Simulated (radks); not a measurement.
Task: The mean radii <r> (bohr) of the occupied orbitals of an atom or ion are listed with their occupations. All-electron calculation, non-relativistic Kohn-Sham, exchange-only PBE, spin-polarised, spherical densities, point nucleus. Program: a radial shooting solver on a logarithmic mesh with Libxc functionals.

orbital  occ.      <r>
1s up       1  0.02814
1s down     1  0.02814
2s up       1   0.1210
2s down     1   0.1210
2p up       3   0.1030
2p down     3   0.1030
3s up       1   0.3204
3s down     1   0.3204
3p up       3   0.3107
3p down     3   0.3107
3d up       5   0.2812
3d down     5   0.2812
4s up       1   0.7464
4s down     1   0.7460
4p up       3   0.7774
4p down     3   0.7764
4d up       5   0.8701
4d down     5   0.8648
5s up       1    1.820
5s down     1    1.815
5p up       3    2.036

Name the element and its charge. Open shells, if any, are filled with parallel spins first.

Result: Z = 54, xenon, charge +3: Xe3+ in [Kr] 4d10 5s2 5p3. The 1s radius gives Z: for a bare nucleus <r> = 1.5/Z, 0.02778 bohr for Z = 54, and screening makes it slightly larger (0.02814 here). The occupations add up to 51, and the charge is Z minus that.
